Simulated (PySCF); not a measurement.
C2H6Cl2Sn. Atoms are numbered in the order given.

```xyz
11

C      1.7407    -1.4696     0.2141
Sn    -0.0177    -0.2780    -0.0360
C     -1.9065    -1.1383    -0.5522
Cl     0.4768     1.3406    -1.6879
Cl    -0.3334     0.9165     1.9805
H      1.5688    -2.2204     0.9982
H      2.5649    -0.8065     0.5101
H      1.9863    -1.9657    -0.7355
H     -2.6319    -0.3229    -0.6769
H     -2.2367    -1.8091     0.2534
H     -1.8122    -1.6978    -1.4936
```

Coordinates come from a r2SCAN-D4/def2-SVP optimisation. The isomer is the one that the SMILES or the coordinates give; other isomers of the formula were not compared. The def2 effective core potentials stand for the cores of Sn; spin–orbit coupling is left out.

These are TDDFT-PBE0/def2-SVPD in PySCF values and carry that method's errors.

Vertical excitations. Gas-phase values at a fixed geometry.

Computed lowest excited states:
```
state  energy (eV)  λ (nm)      f                            main pairs
-----  -----------  ------  -----  ------------------------------------
S1            6.06     204  0.104                        HOMO→LUMO 91 %
S2            6.23     199  0.036                      HOMO−1→LUMO 93 %
S3            6.30     197  0.000                      HOMO−3→LUMO 94 %
S4            6.42     193  0.060                      HOMO−2→LUMO 91 %
S5            7.07     175  0.000                      HOMO→LUMO+2 95 %
S6            7.19     172  0.104                      HOMO→LUMO+1 94 %
S7            7.39     168  0.014  HOMO−1→LUMO+2 71 %, HOMO−5→LUMO 21 %
S8            7.41     167  0.062  HOMO−4→LUMO 70 %, HOMO−3→LUMO+2 21 %
S9            7.65     162  0.011  HOMO−1→LUMO+1 82 %, HOMO−6→LUMO 14 %
S10           7.70     161  0.031  HOMO−3→LUMO+2 75 %, HOMO−4→LUMO 21 %
T1            5.33     233      0                        HOMO→LUMO 94 %
T2            5.75     216      0                      HOMO−1→LUMO 92 %
T3            5.89     211      0                      HOMO−2→LUMO 92 %
T4            5.91     210      0                      HOMO−3→LUMO 88 %
```
Triplets are in the Tamm–Dancoff approximation, which puts them higher than full response would, so one can lie above its singlet here.
